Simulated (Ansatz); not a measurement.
`N#CCB(O)F` + `OC(F)[SiH3]` → `N#COC(F)[SiH3]` + `CB(O)F`  (substitution at a C–C bond)

Calculated with Ansatz (gas phase, PBE0-D4/def2-TZVP geometries, no zero-point term in ΔE). CCSD(T)/CBS adds triple-zeta CCSD(T) − MP2 to the extrapolated MP2 energy (def2 sets, frozen cores). Functionals use def2-TZVPP. B3LYP here is the variant with VWN-RPA as its local correlation; programs differ in this. One conformer a species, not always the lowest.

`N#CCB(O)F`:

Cartesian coordinates in Å:
```
N -2.366 -0.524 -1.552
C -1.622 -0.164 -0.754
C -0.678 0.282 0.248
B 0.825 -0.130 -0.015
O 1.724 0.080 0.966
F 1.204 -0.652 -1.175
H -0.984 -0.090 1.231
H -0.723 1.375 0.321
H 2.620 -0.176 0.730
```

`OC(F)[SiH3]`:

```xyz
9

O     1.364    0.648   -0.611
C     0.055    0.697   -0.184
F    -0.061    1.565    0.905
Si   -0.482   -1.054    0.368
H     1.600    1.485   -1.026
H    -0.608    1.117   -0.953
H     0.458   -1.539    1.406
H    -1.860   -0.967    0.910
H    -0.466   -1.953   -0.814
```

`N#COC(F)[SiH3]`:

Cartesian coordinates in Å:
```
N -1.544 -2.595 -1.645
C -0.971 -1.931 -0.896
O -0.350 -1.212 -0.024
C 0.074 0.083 -0.471
F 1.168 -0.078 -1.269
Si 0.512 1.120 1.083
H -0.723 0.510 -1.089
H 1.549 0.387 1.843
H 1.013 2.425 0.593
H -0.729 1.291 1.874
```

`CB(O)F`:

Z-matrix (Å, degrees):
```
C
B 1 1.558
H 1 1.094 2 110.3
H 1 1.090 2 112.6 3 121.6
H 1 1.094 2 110.2 3 -116.8
O 2 1.353 1 122.1 3 -121.7
F 2 1.343 1 119.9 3 58.3
H 6 0.962 2 112.8 1 -180.0
```

```tsv
level	ΔE (kJ/mol)	difference from CCSD(T)/CBS
PBE-D4	68.8	-12.2
r2SCAN-D4	70.1	-10.9
PBE0-D4	74.0	-7.0
ωB97X-V	74.4	-6.6
ωB97M-V	77.4	-3.6
B2PLYP	74.1	-6.9
r2SCAN	70.1	-10.9
PBE0	73.8	-7.2
B3LYP	71.3	-9.7
HF/def2-TZVPP	77.3	-3.7
MP2/def2-TZVPP	80.4	-0.6
SCS-MP2/def2-TZVPP	78.6	-2.4
CCSD/def2-TZVPP	79.0	-2.0
SCS-MP2/def2-QZVPP	81.1	0.1
MP2/CBS(def2)	84.5	3.5
CCSD/CBS(def2)	83.1	2.1
CCSD(T)/CBS	81.0	0
```

Largest T1 diagnostic among the species: 0.014.

From PBE to PBE0 (25 % exact exchange), in def2-TZVPP and without D4, ΔE moves by +5.2 kJ/mol.

CCSD(T)/CBS has its own doubt, a few kJ/mol and more with outer-core shells, so smaller differences from it don't rank the levels.
